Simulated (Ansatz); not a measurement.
Question: Predict a relaxed structure of Mg₂Se₂⁺ (the lowest doublet isomer of a short search), charge 1, doublet, at r2SCAN-D4/def2-SVP (Ansatz).

Answer: 
```csv
atom,x (Å),y (Å),z (Å)
Mg1,-0.161,1.378,-0.465
Mg2,0.160,-1.378,0.465
Se3,-0.664,0.542,1.832
Se4,0.665,-0.541,-1.832
```
Point group D2h (tolerance 0.1 Å). This is one stationary point.

The structure comes from a short search, and lower isomers may exist.
